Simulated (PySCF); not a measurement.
A GIAO shielding run with PySCF 2.14.0 with density-fitted response routines (density fitting, non-relativistic, gas phase) on SMILES CC[C@@H](O)[C@H]1CC[SiH2]1, C6H14OSi:

```
$ OMP_NUM_THREADS=1 python probes_run.py task.json out

{"job": {"kind": "nmr", "xc": "PBE0", "basis": "pcSseg-1"}, "charge": 0, "multiplicity": 1}
C      3.060412     0.256116    -0.294280
C      1.636623     0.795291    -0.232105
C      0.691084    -0.164439     0.499724
O      1.093031    -0.370074     1.841626
C     -0.756437     0.313239     0.455216
C     -1.506992     0.091694    -0.874309
C     -2.778174    -0.607853    -0.348081
Si    -2.018693    -0.778839     1.401909
H      3.090353    -0.667838    -0.867121
H      3.424716     0.045678     0.708522
H      3.723658     0.978589    -0.764310
H      1.631405     1.757962     0.288605
H      1.253552     0.958994    -1.240778
H      0.761944    -1.157769     0.043526
H      1.066915     0.481207     2.292877
H     -0.779356     1.367614     0.747189
H     -1.713286     1.015664    -1.414225
H     -0.940729    -0.565046    -1.534530
H     -3.650914     0.040372    -0.399022
H     -3.025793    -1.520406    -0.885385
H     -2.728047    -0.139543     2.512106
H     -1.545683    -2.111229     1.759936
```

Hardware: 1 thread of an Arm Neoverse N1, shared host. The job also computes population analyses, field gradients, ring-centre shieldings.

**Question.** How large is the calculation?

**Answer.** 72 electrons, 213 basis functions and 1124 auxiliary functions.

**Question.** How long does it take, and how much memory does it need?

**Answer.** 75 s of wall time, with 13 SCF cycles and 4 response iterations; peak memory 0.88 GiB. Times on a shared host scatter by some tens of per cent.
